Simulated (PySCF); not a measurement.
Computed properties of SnI, SMILES [Sn+][I]

SnI, SMILES [I][Sn+] (connectivity only; charge and spin as stated), charge +1, multiplicity 1. Geometry: B3LYP-D3(BJ)/def2-TZVP. The spin state was assumed, not searched. The def2 effective core potentials stand for the cores of I, Sn; spin–orbit coupling is left out. One conformer was computed; it need not be the lowest. All values are computed for the isolated molecule unless a solvent is named; none is compared with measurement here.

**Structure.** The optimised structure has C∞v symmetry. All 1 harmonic modes at B3LYP-D3(BJ)/def2-TZVP (PySCF) are real, so it is a minimum.

**Vibrations.** The strongest infrared lines (harmonic, unscaled, degenerate partners summed) lie at 234 cm⁻¹ (25 km/mol, Sn 52 %, I 48 %). The softest mode is at 234 cm⁻¹ and the zero-point energy is 0.3 kcal/mol.

**Electronic structure.** PBE0/def2-TZVPD (PySCF) places the frontier levels at -13.37 and -8.68 eV, a gap of 4.69 eV and a mean polarisability of 63.8 bohr³.

**Excitations.** TDDFT-B3LYP/def2-TZVPD (PySCF) has S1 at 3.11 eV (398 nm, f = 0.000, dark); the most intense of the 10 singlets computed lies at 7.92 eV (f = 1.88). Strengths of degenerate partners are summed. T1 (TDA) is at 2.74 eV. No vertical singlet excitation falls in the visible range (under 3.1 eV).
